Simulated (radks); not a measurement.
Problem. Numerical settings for the iridium ion Ir2+, [Xe] 4f14 5d7. Method: Dirac Kohn-Sham, PBEsol, spin-unpolarised, spherical densities, point nucleus; open shells fill j = l - 1/2 first; computed with a radial shooting solver on a logarithmic mesh with Libxc functionals. The defaults (mesh step 0.008 in ln r, mesh end at 40 bohr or more with all orbitals vanishing there, Anderson mixing 0.5 over 9 steps, residual threshold near 1e-9 with the energy settled to 1e-9 hartree or 1e-11 of itself, here a cap of 58 iterations) give E = -17852.009 hartree and 5d5/2 at -23.756 eV in 15 iterations. Run on one thread of a shared host, so times are rough (Intel(R) Xeon(R) 6975P-C): 0.14 s of CPU time, 0.14 s wall, 15 iterations on 2541 mesh points. One setting is changed at a time: mesh step in ln r 0.2; mesh step in ln r 0.003; mesh step in ln r 0.03; mesh end (bohr) 5; mesh end (bohr) 8; residual threshold 0.001; residual threshold 0.1; mixing 1; linear mixing, mixing 0.2; linear mixing, mixing 0.05; mixing history 20; iteration cap 2. Which runs fail to converge, and which converge to a wrong energy?

Solution. Not converged within the cap: mesh step in ln r 0.2; linear mixing, mixing 0.2; linear mixing, mixing 0.05; iteration cap 2. Settings that end as converged yet miss the energy by more than 1 mhartree: mesh end (bohr) 5 (+0.00944 hartree).
